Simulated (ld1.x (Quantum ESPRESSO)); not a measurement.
Reading a pseudo-wave (technetium (Tc))

Columns: radius, all-electron u(r) and pseudo u(r) of the 4p shell (level -61.59 eV) of technetium in the configuration [Ar] 3d10 4s2 4p6 4d5 5s0 5p0; PBE, scalar-relativistic, TM scheme, ld1.x (Quantum ESPRESSO) 7.5.

```tsv
r (bohr)	all-electron	pseudo
0.123	0.2024	0.0308
0.245	-0.4661	0.1197
0.368	-0.4767	0.2602
0.490	-0.0599	0.4366
0.613	0.4100	0.6314
0.735	0.7610	0.8141
0.858	0.9677	0.9560
0.980	1.0476	1.0302
1.103	1.0382	1.0309
1.225	0.9734	0.9722
1.348	0.8785	0.8785
1.470	0.7730	0.7730
1.593	0.6665	0.6665
1.715	0.5671	0.5671
1.838	0.4766	0.4766
1.960	0.3975	0.3975
2.083	0.3287	0.3287
2.205	0.2707	0.2707
2.328	0.2214	0.2214
2.450	0.1807	0.1807
2.573	0.1467	0.1467
2.695	0.1189	0.1189
2.818	0.0960	0.0960
2.940	0.0774	0.0774
3.063	0.0622	0.0622
3.185	0.0500	0.0500
```

Task: How many radial nodes do the two functions have?

Result: The all-electron 4p function has n − l − 1 = 2; the pseudo-wave has 0, since the states of the same l below it are removed with the core.

Task: At about which radius was the pseudo-wave matched?

Result: 1.45 bohr, where the columns begin to agree (steps of 0.12 bohr).

Task: Is the pseudo-wave norm-conserving?

Result: Yes: the TM scheme keeps the norm inside the radius equal to the all-electron one, which fixes the energy derivative of the logarithmic derivative at the level.
